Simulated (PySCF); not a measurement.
Isomers of H10OSSi4, one GFN2-xTB conformer each. Single-point energies are computed at PBE0/pcSseg-1 (PySCF, gas phase, no added dispersion term), electronic only.

Question: Rank them by PBE0/pcSseg-1 energy, lowest first (kJ/mol).
A. `[OH:1][Si@H:2]([SiH3:3])[SiH2:4][S:5][SiH3:6]` with H–O1–Si2–Si3 -57°, O1–Si2–Si4–S5 173°, Si2–Si4–S5–Si6 -177°
B. `[SiH3:1][O:2][SiH2:3][SiH2:4][S:5][SiH3:6]` with Si1–O2–Si3–Si4 177°, O2–Si3–Si4–S5 180°, Si3–Si4–S5–Si6 176°

Answer: B (0.0), A (78.3).

As drawn, the higher has an O–H bond, which the lower lacks. GFN2-xTB itself gives, in the same order: 0.0, 203.6. Both levels put the same isomer lowest.

Question: Which frontier levels, dipoles and rotational constants go with these structures?

Answer: 
```json
{"SMILES": "[SiH3]O[SiH2][SiH2]S[SiH3]", "HOMO (eV, PBE0/pcSseg-1)": "-7.20", "LUMO (eV)": "-1.05", "dipole (D)": "1.50", "A, B, C (MHz)": "4796, 378.6, 356.7"}
{"SMILES": "O[Si@H]([SiH3])[SiH2]S[SiH3]", "HOMO (eV, PBE0/pcSseg-1)": "-7.17", "LUMO (eV)": "-1.33", "dipole (D)": "1.66", "A, B, C (MHz)": "2260, 535.5, 455.8"}
```

Question: As an exercise, what shares would exp(−E/RT) give at 2000 K from these electronic energies alone (no entropy, no degeneracies)?

Answer: RT = 16.629 kJ/mol: [SiH3]O[SiH2][SiH2]S[SiH3] 99.1 %, O[Si@H]([SiH3])[SiH2]S[SiH3] 0.9 %.
